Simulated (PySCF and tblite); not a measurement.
The numbers below are computed, except where a source is named.
Pyramidal inversion: stationary points, barriers and rates

System: C7H11N, numbered as in [CH2:1]=[CH:2][C@H:3]1[CH:4]=[CH:5][CH2:6][CH2:7][NH:8]1.

Motion: pyramidal inversion at N8. The path came from a restrained scan, a climbing-image band and a saddle search at GFN2-xTB; energies are PBE0/pcSseg-1 + D3(BJ)//GFN2-xTB, thermal terms GFN2-xTB. Rate constants are transition-state-theory values, counting equivalent paths, without tunnelling. Run with tblite and PySCF.

```json
{"point": "start", "symmetry": "C1", "E(GFN2) kcal/mol": "0.0", "E(DFT) kcal/mol": "0.0", "ZPE change kcal/mol": "0.00", "lowest mode cm⁻¹": "58", "dipole D": "1.15"}
{"point": "saddle", "symmetry": "C1", "E(GFN2) kcal/mol": "5.7", "E(DFT) kcal/mol": "2.5", "ZPE change kcal/mol": "-1.22", "lowest mode cm⁻¹": "616i", "dipole D": "0.66"}
{"point": "end", "symmetry": "C1", "E(GFN2) kcal/mol": "1.1", "E(DFT) kcal/mol": "-1.9", "ZPE change kcal/mol": "-0.25", "lowest mode cm⁻¹": "57", "dipole D": "1.01"}
```

- Electronic barrier: 2.5 kcal/mol
- Barrier with zero-point energy: 1.3 kcal/mol
- ΔH‡ (298 K): 1.3 kcal/mol
- ΔS‡ (298 K, symmetry apart): 0.1 cal/(mol K)
- Paths: 1 equivalent path
- End point: a different minimum
- Mean lifetime of the start against this motion at 298 K: 1.3 ps
- Cost: 2.7 min on 1 thread of Arm Neoverse N1, shared host (rough), peak memory 0.92 GiB, launched as `OMP_NUM_THREADS=1 python ens_run.py task.json out`

```
T/K  ΔG‡ kcal/mol     k s⁻¹  ΔG kcal/mol  k back s⁻¹
200           1.2  1.8×10¹¹         -2.1     8.3×10⁸
250           1.2  4.2×10¹¹         -2.1     5.7×10⁹
298           1.2  7.6×10¹¹         -2.1      2×10¹⁰
350           1.2  1.2×10¹²         -2.2    5.4×10¹⁰
400           1.3  1.7×10¹²         -2.2    1.1×10¹¹
500           1.3  2.8×10¹²         -2.2    3.1×10¹¹
```

ΔG and ΔG‡ leave out symmetry numbers and mirror images; rates count paths: 1 out, 1 back.
